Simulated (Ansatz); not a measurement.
Ideal-gas functions of BBrH2S2, SMILES `SB(S)Br` at 500 K and 1 bar, from an Ansatz frequency run at PBE0-D4/def2-TZVP.

Molar mass 156.87 g/mol, point group Cs (symmetry number 1), electronic degeneracy 1, moments of inertia 163.542, 289.854, 453.397 u Å². Harmonic wavenumbers (cm⁻¹, unscaled): 185, 197, 308, 393, 404, 409, 742, 808, 983, 1013, 2694, 2716.

Use S(trans) = R[1.5 ln M + 2.5 ln T − 1.1517]; rotational temperatures θ = 24.2544 K / I; S(rot) = R[ln(√π/σ · √(T³/θAθBθC)) + 1.5]; for each mode x = 1.438777 ν̃/T, S = R[x/(eˣ − 1) − ln(1 − e⁻ˣ)] and H = RT x/(eˣ − 1); 1 cm⁻¹ = 0.0119627 kJ/mol; R = 8.31446 J/(mol·K).

Problem. By hand: the entropy, in J/(mol·K).

Solution. Translation 182.7. Rotation: θ = 0.1483, 0.0837, 0.0535 K, giving 125.2. Vibration, mode by mode: 13.65, 13.14, 9.59, 7.72, 7.52, 7.42, 3.43, 2.95, 1.98, 1.85, 0.03, 0.03, in all 69.3. Electronic 0.0. Sum 377.2 J/(mol·K).

Problem. By hand: H − E and G − E in kJ/mol, counted from the electronic energy.

Solution. Zero-point energy ½ × 10852 × 0.0119627 = 64.9; thermal vibration 19.1; translation, rotation and pV give 4 RT = 16.6. H − E = 100.6 kJ/mol, and G − E = 100.6 − 500 × 377.2/1000 = -88.0 kJ/mol.

Vibration gives 18 % of the entropy. The sum counts one conformer and one mirror image; others add a mixing term.
